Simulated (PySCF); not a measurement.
F₃O₂Re, multiplicity 1. Atoms are numbered in the order given.

```xyz
6

Re     0.0000     0.0000     0.0552
O      0.0000    -1.3688     1.0394
O      0.0000     1.3688     1.0394
F      0.0000     0.0000    -1.8245
F      1.8410     0.0000    -0.2417
F     -1.8410     0.0000    -0.2417
```
Charge 0, spin multiplicity 1.

Geometry optimised at B3LYP-D3(BJ)/def2-SVP. The spin state was assumed, not searched. The def2 effective core potentials stand for the cores of Re; spin–orbit coupling is left out.

Calculation: PBE0/def2-TZVP run with PySCF.

| Item | Result |
|---|---|
| total energy | -528.17634 hartree |
| point group | C2v |
| highest occupied level | -11.24 eV |
| lowest empty level | -4.85 eV |
| orbital gap | 6.39 eV |
| dipole moment | 0.083 e·Å |
| quadrupole, principal values (traceless, Buckingham form, about the centre of nuclear charge) | -2.67, -0.90, 3.57 D·Å |
| mean static polarisability | 43.4 bohr³ (6.43 Å³) |
| polarisability, principal values | 43.0, 43.3, 43.9 bohr³ |
